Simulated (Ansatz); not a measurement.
## Ansatz (development build ahead of 0.2.0) run

```yaml
crystal:
  periodic: [false, false, false]
  atoms:
    - { symbol: Be, position_ang: [0.0, 0.0, 0.0] }
    - { symbol: C, position_ang: [0.70044, 0.93392, 2.022] }
basis:
  gaussian: { orbitals: "6-31G" }
total_charge: 1
magnetization:
  initial_magnetization: 3
hamiltonian:
  xc: hf
correlation:
  method: fci
  frozen_orbitals: { Be: 0, C: 1 }
```

The input is written out in the form of the current development build from the run's settings.

Output:

```json
{
 "Converged": "yes",
 "Total energy": "-52.01688 hartree",
 "State": "lowest quartet root, of any spatial symmetry"
}
```
